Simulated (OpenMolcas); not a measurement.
Lines of Sb II: computed and rescaled rates

```json
{
 "Program": "OpenMolcas",
 "Method": "SS-CASPT2, IPEA 0.25 Eh, imaginary shift 0.1 Eh (closed shells correlated: 4d 5s)",
 "Basis": "ANO-RCC-VTZP [7s6p4d2f1g]",
 "Scalar Hamiltonian": "DKH2, point nucleus",
 "Active space": "2 electrons in 3 orbitals (5p)",
 "State averaging": "2S+1 = 3 even, 3 roots; 2S+1 = 1 even, 6 roots",
 "Spin-orbit coupling": "state interaction with AMFI integrals over the reference wave functions, term energies averaged over their components"
}
```

Rates come from the transition moments of the reference wave functions (E1 and E2 in the length form). At fixed line strength A goes as λ^-3 for E1 and M1 and as λ^-5 for E2, so a rate at the computed wavelength can be rescaled to the measured one. Measured vacuum wavelengths follow from level energies in NIST Handbook of Basic Atomic Spectroscopic Data. Branching counts decays inside the model space alone, at computed energies, and the table is only a selection of the E2 and M1 lines, drawn from those between levels with measured partners whose computed energy lies within a factor of 1.5 of the measured one.

| Upper | Lower | Type | λ computed (nm) | λ measured (nm) | A computed (s-1) | A rescaled (s-1) | Branching % |
| --- | --- | --- | --- | --- | --- | --- | --- |
| 5s² 5p² ¹S₀ | 5s² 5p² ³P₁ | M1 | 473 | 479.6 | 2.05e+01 |  | 83.7 |
| 5s² 5p² ¹S₀ | 5s² 5p² ¹D₂ | E2 | 878.6 | 899.6 | 2.26e+00 | 2.01e+00 | 9.2 |
| 5s² 5p² ¹S₀ | 5s² 5p² ³P₂ | E2 | 535.8 | 548 | 1.72e+00 |  | 7.0 |
| 5s² 5p² ¹D₂ | 5s² 5p² ³P₂ | M1 | 1373 | 1402 | 1.60e+00 |  | 51.8 |
| 5s² 5p² ¹D₂ | 5s² 5p² ³P₁ | M1 | 1025 | 1027 | 1.45e+00 |  | 47.0 |
| 5s² 5p² ³P₁ | 5s² 5p² ³P₀ | M1 | 3834 | 3274 | 3.08e-01 | 4.95e-01 | 100.0 |
| 5s² 5p² ³P₂ | 5s² 5p² ³P₁ | M1 | 4038 | 3841 | 1.82e-01 | 2.11e-01 | 98.7 |
| 5s² 5p² ¹D₂ | 5s² 5p² ³P₂ | E2 | 1373 | 1402 | 2.09e-02 |  | 0.7 |
| 5s² 5p² ³P₂ | 5s² 5p² ³P₀ | E2 | 1967 | 1767 | 2.32e-03 | 3.97e-03 | 1.3 |

Spin-changing lines and M1 lines between different terms are not rescaled, since their strength hangs on the term gaps too.

The largest correction is for 5s² 5p² ³P₂ → 5s² 5p² ³P₀ (E2): 2.32e-03 × (1967 / 1767)^5 = 3.97e-03 s-1, a factor of 1.71.

No measured rate stands beside these. Rescaling mends the energy factor alone: line strengths can still be far off where a level mixes with configurations outside the active space, and weak or spin-changing lines hang on small mixing coefficients that depend on the term gaps too, so rescaling need not improve them.

CASPT2 does not keep the components of a term degenerate, so their means are used; among the terms shown or strongly mixed into the levels shown the widest spread is 120 cm-1 (5s² 5p² ¹D). With the s shell closed, the reference lacks s² → p² mixing. Computed and measured levels are paired by configuration, term and J; levels that our copy of the source lacks, or whose pairing is in doubt (as where it misses far off the trend of its configuration), stay unpaired. Levels of configurations outside the active space are missing.
